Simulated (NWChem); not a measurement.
Molecule: C₂H₄ClNOSi; SMILES O[Si@@H](Cl)CC#N

```xyz
10

N      0.1300    -3.3724    -0.2616
C      0.4559    -2.3135     0.0871
C      0.8384    -0.9640     0.4832
Si    -0.2774     0.3388    -0.3186
O     -1.7356     0.2067     0.4370
Cl     0.6021     2.1911     0.0305
H      0.7692    -0.8576     1.5729
H      1.8807    -0.7747     0.1998
H     -0.3670     0.1818    -1.7860
H     -2.4821     0.7230     0.1013
```
Atoms are numbered in this order, from 1.

All runs: NWChem. Pople sets run with spherical d functions. Structure relaxed at the B3LYP/6-31G* (spherical d) level. Level: B3LYP/6-31G* with SMD (1 M gas to 1 M solution), gas-phase geometry. Reactions with the solvent are ignored.

Task: Estimate the computed values for solvent water. Quantities: solvation free energy (kcal/mol); cavity-dispersion-structure term (kcal/mol); dipole in solution (D).

Result: 
```json
{
  "solvation free energy (kcal/mol)": "-8.4",
  "cavity-dispersion-structure term (kcal/mol)": "4.6",
  "dipole in solution (D)": "3.68"
}
```
